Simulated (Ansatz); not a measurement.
Mulliken charges of ClH$_{5}$O$_{2}$Si$_{2}$ (`O[SiH](O)[SiH2]Cl`) from r2SCAN/def2-TZVPP in Ansatz (PBE0-D4/def2-TZVP geometry).

```
atom   x (Å)   y (Å)   z (Å)  charge (e)
  O1  -1.959  -0.531  -0.143      -0.416
 Si2  -0.341  -0.693   0.042       0.602
  O3  -0.032  -1.006   1.627      -0.395
 Si4   0.605   1.347  -0.616       0.337
 Cl5   2.630   1.151  -0.204      -0.279
  H6  -2.524  -1.256   0.132       0.204
  H7   0.207  -1.812  -0.781      -0.122
  H8   0.837  -1.342   1.856       0.205
  H9   0.475   1.630  -2.068      -0.071
 H10   0.102   2.511   0.156      -0.065
```

Task: By hand: the dipole of these point charges (1 e Å = 4.8032 D).

Result: Σ q r = (-0.317, -0.255, -0.069) e Å, of length 0.413 e Å = 1.98 D.

Task: How does the dipole of the full density compare? (Estimate.)

Result: Ansatz gave: (-0.160, -0.359, 0.052) e Å, 1.90 D; the point charges give 1.04 times that, at 32° from its direction.

Point charges leave out the atoms' own dipoles, such as those of lone pairs, and Mulliken's split depends on the basis, so the two needn't agree.
